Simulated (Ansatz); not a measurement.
Isolated molecules relaxed with PBE0-D4/def2-TZVP in Ansatz; ΔE leaves out vibrations. CBS: MP2 limit from def2 TZ/QZ plus the TZ coupled-cluster correction, frozen cores. This one scheme is used for every species. DFT in def2-TZVPP. B3LYP here is the variant with VWN-RPA as its local correlation; programs differ in this. Each species was taken in one conformer, which may not be the lowest.

Reaction (cleavage of the Si–Si bond): `O[SiH2][SiH2][SiH2]Cl` + `OC=S` → `O[SiH2]OC=S` + `[SiH3][SiH2]Cl`

`O[SiH2][SiH2][SiH2]Cl`:

```xyz
12

O     0.471    0.372    3.041
Si   -0.440    0.108    1.690
Si    0.847   -0.027   -0.271
Si   -0.534   -0.368   -2.126
Cl    0.597   -0.436   -3.851
H     1.026    1.153    3.060
H    -1.145   -1.176    1.927
H    -1.458    1.183    1.497
H     1.833   -1.140   -0.192
H     1.591    1.249   -0.478
H    -1.517    0.735   -2.276
H    -1.272   -1.653   -2.021
```

`OC=S`:

```xyz
5

O    -0.831    0.566    0.048
C     0.223   -0.221   -0.156
S     0.477   -1.043   -1.511
H    -0.784    0.961    0.928
H     0.915   -0.263    0.691
```

`O[SiH2]OC=S`:

```xyz
9

O     1.093    0.564   -1.539
Si    0.980    0.310    0.066
O    -0.266   -0.747    0.431
C    -1.548   -0.422    0.565
S    -2.740   -1.481    0.765
H     1.372   -0.153   -2.111
H     2.172   -0.356    0.625
H     0.673    1.626    0.663
H    -1.737    0.657    0.536
```

`[SiH3][SiH2]Cl`:

Z-matrix (Å, degrees):
```
Si
Si 1 2.338
H 1 1.486 2 109.6
H 1 1.488 2 109.6 3 119.9
H 1 1.486 2 109.6 3 -120.2
Cl 2 2.065 1 108.7 3 60.2
H 2 1.485 1 111.8 3 -58.6
H 2 1.485 1 111.9 3 179.0
```

Q: Is it downhill or uphill in electronic energy at CCSD(T)/CBS, and by how much? (An estimate is asked.)

A: Computed: Downhill: ΔE = -106.2 kJ/mol.

Q: What do these levels give: r2SCAN-D4, B3LYP-D4, ωB97M-V, B2PLYP, CCSD/def2-TZVPP, CCSD(T)/def2-TZVPP? (Best estimate.)

A: Computed: r2SCAN-D4 -97.4, B3LYP-D4 -104.9, ωB97M-V -108.5, B2PLYP -111.5, CCSD/def2-TZVPP -111.3, CCSD(T)/def2-TZVPP -108.0 kJ/mol.

Largest T1 diagnostic among the species: 0.018.

From PBE to PBE0 (25 % exact exchange), in def2-TZVPP and without D4, ΔE moves by −8.4 kJ/mol. In def2-TZVPP, CCSD(T) changes the Hartree–Fock value by +23.2 kJ/mol (the triples alone add +3.2 kJ/mol) and MP2 by +16.9 kJ/mol.
